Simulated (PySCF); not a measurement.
Structure elucidation problem

An unknown has the formula C₄H₆N₂OSi. Its calculated NMR data are:

$^{1}$H NMR (600 MHz, computed): δ 9.66 (s, 1H), 7.76 (m, 1H), 7.35 (m, 1H), 5.23 (s, 3H).

$^{13}$C{$^{1}$H} NMR (computed): δ 188.1 (CH), 155.0 (C), 142.7 (CH), 135.4 (CH).

One conformer, rapidly exchanging positions averaged, no relativistic terms, gas phase. GIAO PBE0/pcSseg-1 shieldings; structure optimised with GFN2-xTB; PySCF.

References, each an isolated molecule treated in the same way: $^{1}$H (σref 31.72), $^{13}$C (σref 186.93) vs TMS.

Which candidate is it?
A. O=Cc1nccn1[SiH3]
B. C/C(C#N)=N/[SiH2]C=O
C. C=NC(=C)O[SiH2]C#N

Answers

A. 

1. The formula gives 4 degrees of unsaturation (1 ring in the answer).
2. 4 carbon signals for 4 carbons: no two carbons are equivalent.
3. Carbon types of the structure: 1 × C, 3 × CH, leaving 3 H on heteroatoms.
4. δC 188.1: aldehyde carbonyl carbon; the double bond to the heteroatom, with no lone-pair donor beside it, deshields it most.
5. δC 155.0: substituted aromatic carbon next to a ring nitrogen.
6. δC 142.7, 135.4: aromatic CH next to a ring nitrogen.
7. δH 9.66: hydrogen on an aldehyde carbonyl carbon; deshielded by the polar, anisotropic C=O bond.
8. δH 7.76, 7.35: hydrogen on an aromatic CH next to a ring nitrogen; aromatic region.

The others: C/C(C#N)=N/[SiH2]C=O would give 3 signals for carbon-bound and other non-exchanging H, not 4; C=NC(=C)O[SiH2]C#N would give 5 signals for carbon-bound and other non-exchanging H, not 4.

Shifts are as computed. Against solution values, carbons near 30 ppm lie about +3 ppm off and those near 130 ppm about +5 ppm. Of 1211 compounds with measured shifts, 218 miss one by over three times the rms of a fit or turn the order of signals round; such compounds aren't used in these exercises. Multiplicities follow the n + 1 count of equivalent neighbours, as no J values were calculated; m marks all less simple cases, F and P coupling included.
